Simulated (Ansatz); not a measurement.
Geometry optimisation, Ansatz 0.2.0, RKS PBE0-D4/def2-mTZVP.

Input file:

```yaml
crystal:
  periodic: [false, false, false]
  atoms:
    - { symbol: B, position_ang: [-0.114282, -0.80522, -0.36807] }
    - { symbol: C, position_ang: [-0.147887, 1.732504, 1.028925] }
    - { symbol: C, position_ang: [-1.275382, 1.035766, 1.11181] }
    - { symbol: H, position_ang: [-1.190284, -1.073075, 0.014131] }
    - { symbol: C, position_ang: [0.029866, -0.196316, -1.805708] }
    - { symbol: C, position_ang: [1.113189, -1.354459, 0.439847] }
    - { symbol: H, position_ang: [0.035024, 2.429042, 0.217746] }
    - { symbol: H, position_ang: [0.643603, 1.62226, 1.762318] }
    - { symbol: H, position_ang: [-2.072407, 1.150924, 0.387399] }
    - { symbol: H, position_ang: [-1.468238, 0.359262, 1.936093] }
    - { symbol: H, position_ang: [-0.770358, 0.493856, -2.081209] }
    - { symbol: H, position_ang: [-0.044763, -1.03949, -2.508458] }
    - { symbol: H, position_ang: [0.993626, 0.280529, -2.005643] }
    - { symbol: H, position_ang: [1.256651, -2.393699, 0.10849] }
    - { symbol: H, position_ang: [0.954531, -1.403131, 1.519305] }
    - { symbol: H, position_ang: [2.05691, -0.838852, 0.243023] }
basis:
  gaussian: { orbitals: def2-mTZVP }
hamiltonian:
  xc: pbe0
  dispersion: d4
relax:
  f_tol: 0.03
  max_steps: 50
```

Run as:

```bash
$ ansatz run input.yaml --threads 4 --pin off --max-ram 5120MiB --backend cpu --events-out ev --progress --plain --runs-dir out
```

Question: Where does it end, and by what steps?

Answer: The forces met the threshold. After 5 steps the energy has fallen by 0.056 eV; H4 moved furthest, 0.21 Å.

```json
{"step": "0", "energy less start (eV)": "0.0000", "largest force component (eV/Å)": "0.621", "accepted": "yes"}
{"step": "1", "energy less start (eV)": "-0.0372", "largest force component (eV/Å)": "0.389", "accepted": "yes"}
{"step": "2", "energy less start (eV)": "-0.0520", "largest force component (eV/Å)": "0.206", "accepted": "yes"}
{"step": "3", "energy less start (eV)": "-0.0556", "largest force component (eV/Å)": "0.079", "accepted": "yes"}
{"step": "4", "energy less start (eV)": "-0.0538", "largest force component (eV/Å)": "0.116", "accepted": "no"}
{"step": "5", "energy less start (eV)": "-0.0564", "largest force component (eV/Å)": "0.013", "accepted": "yes"}
```

```xyz
16
Properties=species:S:1:pos:R:3
B -0.119 -0.855 -0.386
C -0.118 1.653 0.962
C -1.312 1.112 1.163
H -1.207 -1.267 -0.076
C 0.032 -0.170 -1.789
C 1.114 -1.340 0.454
H 0.086 2.286 0.105
H 0.704 1.493 1.651
H -2.137 1.276 0.479
H -1.518 0.485 2.023
H -0.809 0.472 -2.063
H 0.034 -0.980 -2.535
H 0.964 0.384 -1.931
H 1.339 -2.364 0.115
H 0.919 -1.426 1.526
H 2.028 -0.759 0.304
```

Whether the end is a true minimum wasn't checked by a vibrational analysis.

The run took 24 s on 4 threads of Arm Neoverse N1 (shared host), peak memory 0.3 GiB.
